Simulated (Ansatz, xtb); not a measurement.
## Relaxing a trial structure of CH4AlGe

The starting geometry of this gas-phase doublet was built from a drawn formula by distance geometry and a force field; its bonds are those of `[CH2]1[AlH][GeH]1`.

```tsv
atom	x (Å)	y (Å)	z (Å)
C	-1.2784	-1.0392	0.1852
Al	-0.8314	-0.7566	2.0834
Ge	-0.4018	0.7517	0.0927
H	-0.6340	-1.8640	-0.2193
H	-2.3496	-1.0461	-0.0127
H	-0.8232	-1.0516	3.6453
H	-1.4211	1.8422	0.2263
```

Q: Predict what becomes of its bonds when it is optimised with r2SCAN-D4/def2-SVP.

A: It keeps its bonds, and is `[CH2]1[AlH][GeH]1`.

The energy falls by 0.34 eV over 10 steps:

| step | E − E(last) (eV) |
| --- | --- |
| 1 | 0.340 |
| 2 | 0.059 |
| 3 | 0.016 |
| 4 | 0.009 |
| 5 | 0.004 |
| 6 | 0.002 |
| 7 | 0.000 |
| 8 | 0.000 |
| 9 | 0.000 |
| 10 | 0.000 |

Final geometry (Å):

```yaml
atoms:
  - { symbol: C, position_ang: [-1.3240, -0.9760, 0.2520] }
  - { symbol: Al, position_ang: [-0.7816, -0.6076, 2.1149] }
  - { symbol: Ge, position_ang: [-0.3046, 0.7737, 0.1926] }
  - { symbol: H, position_ang: [-0.7148, -1.8378, -0.0832] }
  - { symbol: H, position_ang: [-2.3597, -1.0787, -0.1052] }
  - { symbol: H, position_ang: [-0.7725, -1.2423, 3.5684] }
  - { symbol: H, position_ang: [-1.4824, 1.8051, 0.0612] }
```

From the same start GFN2-xTB ends elsewhere, differing in Al2–H7 (1.56 against 3.24 Å here), Ge3–H7 (3.39 against 1.57 Å here).

The end wasn't checked by frequencies. Open shells are spin-unrestricted. Run with Ansatz 0.2.0, 3.8 min on 1 thread of AMD EPYC (Zen 3) (shared host).
